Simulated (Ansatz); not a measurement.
Reactions of `[CH3][In]1[CH2][S]1`.

Calculated with Ansatz (gas phase, PBE0-D4/def2-TZVP geometries, no zero-point term in ΔE). CCSD(T)/CBS is the MP2 limit (def2-TZVPP, def2-QZVPP) plus CCSD(T) − MP2 in def2-TZVPP, frozen cores. This one scheme is used for every species, atoms too. For atomizations the MP2-based limit and the directly extrapolated one differ by several kJ/mol either way, and by 10 to 25 for some Ge, Se and Sn compounds, so smaller differences from it don't rank the levels. Functionals use def2-TZVPP. Open shells (•) are unrestricted, without spin–orbit coupling. Spin–orbit coupling would lower the free atoms: a little for C, S; strongly for In. Elements past krypton have def2 core potentials. Bonds to Br, In, W are less sure, by a few kJ/mol each and by 10 to 20 or more in all where they break to atoms, as the def2 sets lack core-valence functions. Scalar relativity is left out up to krypton. Each species was taken in one conformer, which may not be the lowest.

```json
{"reaction": "`[CH3][In]1[CH2][S]1` + `C[Si]Br` → `[CH2]1[S][InH]1` + `CC[Si]Br`", "ωB97M-V (kJ/mol)": "37", "ωB97X-V (kJ/mol)": "36", "PBE0-D4 (kJ/mol)": "36", "r2SCAN-D4 (kJ/mol)": "40", "CCSD(T)/CBS(def2) (kJ/mol)": "43"}
{"reaction": "`[CH3][In]1[CH2][S]1` → `[CH2]` (triplet) + `[CH2]1[S][InH]1`", "ωB97M-V (kJ/mol)": "463", "ωB97X-V (kJ/mol)": "470", "PBE0-D4 (kJ/mol)": "459", "r2SCAN-D4 (kJ/mol)": "440", "CCSD(T)/CBS(def2) (kJ/mol)": "467"}
{"reaction": "`[CH3][In]1[CH2][S]1` → `S/C=[CH]\\[InH2]`", "ωB97M-V (kJ/mol)": "99", "ωB97X-V (kJ/mol)": "99", "PBE0-D4 (kJ/mol)": "111", "r2SCAN-D4 (kJ/mol)": "111", "CCSD(T)/CBS(def2) (kJ/mol)": "116"}
{"reaction": "`[CH3][In]1[CH2][S]1` + `CS[Si]S` → `CS[Si]SC` + `[CH2]1[S][InH]1`", "ωB97M-V (kJ/mol)": "64", "ωB97X-V (kJ/mol)": "63", "PBE0-D4 (kJ/mol)": "61", "r2SCAN-D4 (kJ/mol)": "62", "CCSD(T)/CBS(def2) (kJ/mol)": "67"}
{"reaction": "`[CH3][In]1[CH2][S]1` → 2 C• + 5 H• + In• + S•", "ωB97M-V (kJ/mol)": "2973", "ωB97X-V (kJ/mol)": "2972", "PBE0-D4 (kJ/mol)": "2980", "r2SCAN-D4 (kJ/mol)": "2982", "CCSD(T)/CBS(def2) (kJ/mol)": "2978"}
{"reaction": "`[CH3][In]1[CH2][S]1` + H₂ → `[CH2]1[S][InH]1` + CH₄", "ωB97M-V (kJ/mol)": "-44", "ωB97X-V (kJ/mol)": "-44", "PBE0-D4 (kJ/mol)": "-43", "r2SCAN-D4 (kJ/mol)": "-41", "CCSD(T)/CBS(def2) (kJ/mol)": "-36"}
{"reaction": "`[CH3][In]1[CH2][S]1` + `C[N]=[W](=[O])([OH])[OH]` → `C[N]=[W](=[O])([OH])[O]C` + `[CH2]1[S][InH]1`", "ωB97M-V (kJ/mol)": "73", "ωB97X-V (kJ/mol)": "68", "PBE0-D4 (kJ/mol)": "72", "r2SCAN-D4 (kJ/mol)": "73", "CCSD(T)/CBS(def2) (kJ/mol)": "80"}
```

Largest T1 diagnostic: 0.021, for `C[N]=[W](=[O])([OH])[OH]`.
